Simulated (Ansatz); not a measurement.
GeH12Si5 (`[SiH2]1[SiH2][SiH2][GeH2][SiH2][SiH2]1`) at its PBE0-D4/def2-TZVP geometry, where that method's forces vanish. The species carries charge 0 and has multiplicity 1.

```xyz
18

Si    0.9904   -1.8910   -0.2014
Si    1.1806   -0.3572   -1.9657
Si   -0.0310    1.5866   -1.4719
Ge    0.1201    1.9909    0.8695
Si   -1.1452    0.3115    2.0039
Si   -1.1347   -1.6661    0.7483
H     1.2549   -3.2772   -0.6784
H     2.0045   -1.5555    0.8388
H     0.6583   -0.9756   -3.2169
H     2.6136   -0.0093   -2.1797
H     0.4609    2.7422   -2.2720
H    -1.4647    1.3613   -1.8102
H     1.5968    1.8826    1.2982
H    -0.3782    3.3982    1.2472
H    -2.5406    0.7939    2.2011
H    -0.5456    0.0511    3.3423
H    -2.1379   -1.5510   -0.3484
H    -1.5023   -2.8353    1.5952
```

Task: What forces (eV/Å) does r2SCAN-D4/def2-TZVPP give on these atoms in Ansatz 0.2.0? (Estimate.)

Result: Computed: 
```
Si1  0.022 -0.031  0.006
Si2  0.019 -0.003 -0.027
Si3 -0.003  0.038  0.005
Ge4  0.007  0.024  0.010
Si5  0.000  0.031  0.021
Si6 -0.022 -0.027  0.004
H7   0.005  0.009  0.008
H8  -0.007 -0.009 -0.011
H9   0.010  0.004  0.009
H10 -0.013 -0.003 -0.005
H11 -0.012 -0.009  0.002
H12  0.016  0.009  0.003
H13 -0.056  0.014 -0.014
H14  0.029 -0.048 -0.009
H15  0.016 -0.002  0.004
H16 -0.012  0.002 -0.011
H17  0.006 -0.007  0.013
H18 -0.005  0.008 -0.009
```
